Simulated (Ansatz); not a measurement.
Reactions of AlH8NSi2, SMILES `[AlH2][NH][SiH2][SiH3]`.

Computed with Ansatz on PBE0-D4/def2-TZVP structures; ΔE is electronic, products minus reactants. CBS: MP2 limit from def2 TZ/QZ plus the TZ coupled-cluster correction, frozen cores. This one scheme is used for every species. DFT in def2-TZVPP. Each species was taken in one conformer, which may not be the lowest.

| reaction | PBE0-D4 (kcal/mol) | PBE-D4 (kcal/mol) |
| --- | --- | --- |
| `[AlH2][NH][SiH2][SiH3]` + `SBS` → `[AlH2][S]BS` + `N[SiH2][SiH3]` | -0.1 | 0.1 |
| `[AlH2][NH][SiH2][SiH3]` + `O[SiH](O)C#C[SiH3]` → `O[SiH](O)[SiH2][SiH3]` + `[AlH2][NH]C#C[SiH3]` | 24.9 | 22.9 |
| `[AlH2][NH][SiH2][SiH3]` + `C1O[SiH2][SiH2]1` → `[AlH2][CH]1O[SiH2][SiH2]1` + `N[SiH2][SiH3]` | 25.5 | 24.7 |
| `[AlH2][NH][SiH2][SiH3]` + `C[SiH](O)O` → `O[SiH](O)[AlH2]` + `CN[SiH2][SiH3]` | 50.8 | 48.7 |

Give the CCSD(T)/CBS values in the same order. (Best estimate.)

Ansatz gave: 1.1, 32.8, 27.0, 55.1 kcal/mol.

Largest T1 diagnostic: 0.014, for `SBS`.
